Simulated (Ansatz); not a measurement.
Consider the formal exchange of groups at a Zn–C bond: `[SiH3][CH2][ZnH]` + `ClCC(Cl)Cl` → `Cl[CH2][ZnH]` + `[SiH3]CC(Cl)Cl`.

Computed with Ansatz on PBE0-D4/def2-TZVP structures; ΔE is electronic, products minus reactants. CBS: MP2 limit from def2 TZ/QZ plus the TZ coupled-cluster correction, frozen cores. DFT in def2-TZVPP. B3LYP here is the variant with VWN-RPA as its local correlation; programs differ in this. For Zn outer-core shells are correlated without core-valence functions, which leaves a few kJ/mol of doubt a bond. Scalar relativity is left out up to krypton. One conformer a species, not always the lowest.

**Question.** Is it downhill or uphill in electronic energy at CCSD(T)/CBS, and by how much? (Estimate.)

**Answer.** Computed: Uphill: ΔE = +5.2 kcal/mol.

**Question.** What do these levels give: PBE-D4, r2SCAN-D4, PBE0-D4, B3LYP-D4, ωB97M-V, PBE, r2SCAN, PBE0, MP2/def2-TZVPP, CCSD(T)/def2-TZVPP, HF/CBS(def2), CCSD/CBS(def2)? (Best estimate.)

**Answer.** Computed: PBE-D4 4.7, r2SCAN-D4 5.0, PBE0-D4 5.1, B3LYP-D4 4.3, ωB97M-V 4.8, PBE 4.7, r2SCAN 5.1, PBE0 5.2, MP2/def2-TZVPP 6.4, CCSD(T)/def2-TZVPP 5.6, HF/CBS(def2) 4.7, CCSD/CBS(def2) 5.1 kcal/mol.

Largest T1 diagnostic among the species: 0.014.

In def2-TZVPP, CCSD(T) changes the Hartree–Fock value by +0.8 kcal/mol (the triples alone add +0.1 kcal/mol) and MP2 by +1.6 kcal/mol.
